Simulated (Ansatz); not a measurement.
Reaction (ligand exchange at the Si–C bond): `[SiH3]/C=C\S` + `[SiH3][NH][GeH3]` → `[SiH3][N]([SiH3])[GeH3]` + `C=CS`

Calculated with Ansatz (gas phase, PBE0-D4/def2-TZVP geometries, no zero-point term in ΔE). CBS: MP2 limit from def2 TZ/QZ plus the TZ coupled-cluster correction, frozen cores. This one scheme is used for every species. DFT in def2-TZVPP. B3LYP here is the variant with VWN-RPA as its local correlation; programs differ in this. HSE06 is defined as in plane-wave codes. For Ge outer-core shells are correlated without core-valence functions, which leaves a few kJ/mol of doubt a bond. Scalar relativity is left out up to krypton. One conformer a species, not always the lowest.

```json
{"level": "LDA (SPW92)", "ΔE (kcal/mol)": "-10.2", "difference from CCSD(T)/CBS": "3.9"}
{"level": "PBE-D4", "ΔE (kcal/mol)": "-10.8", "difference from CCSD(T)/CBS": "3.3"}
{"level": "revPBE-D4", "ΔE (kcal/mol)": "-11.1", "difference from CCSD(T)/CBS": "3.0"}
{"level": "BLYP-D4", "ΔE (kcal/mol)": "-12.3", "difference from CCSD(T)/CBS": "1.8"}
{"level": "r2SCAN-D4", "ΔE (kcal/mol)": "-12.4", "difference from CCSD(T)/CBS": "1.7"}
{"level": "B97M-V", "ΔE (kcal/mol)": "-12.4", "difference from CCSD(T)/CBS": "1.7"}
{"level": "PBE0-D4", "ΔE (kcal/mol)": "-12.1", "difference from CCSD(T)/CBS": "2.0"}
{"level": "B3LYP-D4", "ΔE (kcal/mol)": "-13.2", "difference from CCSD(T)/CBS": "0.9"}
{"level": "r2SCAN0-D4", "ΔE (kcal/mol)": "-13.2", "difference from CCSD(T)/CBS": "0.9"}
{"level": "BHLYP-D4", "ΔE (kcal/mol)": "-14.8", "difference from CCSD(T)/CBS": "-0.7"}
{"level": "ωB97X-V", "ΔE (kcal/mol)": "-13.4", "difference from CCSD(T)/CBS": "0.7"}
{"level": "ωB97M-V", "ΔE (kcal/mol)": "-13.5", "difference from CCSD(T)/CBS": "0.6"}
{"level": "B2PLYP", "ΔE (kcal/mol)": "-13.1", "difference from CCSD(T)/CBS": "1.0"}
{"level": "PBE-QIDH", "ΔE (kcal/mol)": "-13.2", "difference from CCSD(T)/CBS": "0.9"}
{"level": "PBE", "ΔE (kcal/mol)": "-10.2", "difference from CCSD(T)/CBS": "3.9"}
{"level": "revPBE", "ΔE (kcal/mol)": "-10.1", "difference from CCSD(T)/CBS": "4.0"}
{"level": "r2SCAN", "ΔE (kcal/mol)": "-12.3", "difference from CCSD(T)/CBS": "1.8"}
{"level": "PBE0", "ΔE (kcal/mol)": "-11.5", "difference from CCSD(T)/CBS": "2.6"}
{"level": "B3LYP", "ΔE (kcal/mol)": "-12.1", "difference from CCSD(T)/CBS": "2.0"}
{"level": "r2SCANh", "ΔE (kcal/mol)": "-12.5", "difference from CCSD(T)/CBS": "1.6"}
{"level": "r2SCAN0", "ΔE (kcal/mol)": "-12.9", "difference from CCSD(T)/CBS": "1.2"}
{"level": "HSE06", "ΔE (kcal/mol)": "-11.5", "difference from CCSD(T)/CBS": "2.6"}
{"level": "BHLYP", "ΔE (kcal/mol)": "-13.6", "difference from CCSD(T)/CBS": "0.5"}
{"level": "CAM-B3LYP", "ΔE (kcal/mol)": "-12.9", "difference from CCSD(T)/CBS": "1.2"}
{"level": "LC-ωPBE", "ΔE (kcal/mol)": "-12.6", "difference from CCSD(T)/CBS": "1.5"}
{"level": "RPA@PBE/def2-TZVPP", "ΔE (kcal/mol)": "-14.3", "difference from CCSD(T)/CBS": "-0.2"}
{"level": "HF/def2-SVP", "ΔE (kcal/mol)": "-14.3", "difference from CCSD(T)/CBS": "-0.2"}
{"level": "MP2/def2-SVP", "ΔE (kcal/mol)": "-13.3", "difference from CCSD(T)/CBS": "0.8"}
{"level": "CCSD/def2-SVP", "ΔE (kcal/mol)": "-13.7", "difference from CCSD(T)/CBS": "0.4"}
{"level": "CCSD(T)/def2-SVP", "ΔE (kcal/mol)": "-13.5", "difference from CCSD(T)/CBS": "0.6"}
{"level": "MP2/def2-TZVPP", "ΔE (kcal/mol)": "-14.2", "difference from CCSD(T)/CBS": "-0.1"}
{"level": "SCS-MP2/def2-TZVPP", "ΔE (kcal/mol)": "-14.6", "difference from CCSD(T)/CBS": "-0.5"}
{"level": "CCSD/def2-TZVPP", "ΔE (kcal/mol)": "-14.4", "difference from CCSD(T)/CBS": "-0.3"}
{"level": "CCSD(T)/def2-TZVPP", "ΔE (kcal/mol)": "-14.1", "difference from CCSD(T)/CBS": "0.0"}
{"level": "HF/def2-QZVPP", "ΔE (kcal/mol)": "-15.7", "difference from CCSD(T)/CBS": "-1.6"}
{"level": "MP2/def2-QZVPP", "ΔE (kcal/mol)": "-14.4", "difference from CCSD(T)/CBS": "-0.3"}
{"level": "SCS-MP2/def2-QZVPP", "ΔE (kcal/mol)": "-14.7", "difference from CCSD(T)/CBS": "-0.6"}
{"level": "HF/CBS(def2)", "ΔE (kcal/mol)": "-15.7", "difference from CCSD(T)/CBS": "-1.6"}
{"level": "MP2/CBS(def2)", "ΔE (kcal/mol)": "-14.3", "difference from CCSD(T)/CBS": "-0.2"}
{"level": "CCSD/CBS(def2)", "ΔE (kcal/mol)": "-14.5", "difference from CCSD(T)/CBS": "-0.4"}
{"level": "CCSD(T)/CBS", "ΔE (kcal/mol)": "-14.1", "difference from CCSD(T)/CBS": "0"}
```

Largest T1 diagnostic among the species: 0.013.

Leaving LDA and LC-ωPBE aside and taking each functional with its dispersion term where it has one, the values spread over 4.0 kcal/mol, from BHLYP-D4 to PBE-D4. The D4 term adds −1.1 kcal/mol with B3LYP and −0.6 kcal/mol with PBE0; it sums over pairs of atoms, weighted by their polarisabilities, and B3LYP, whose exchange is more repulsive, gets the larger term.
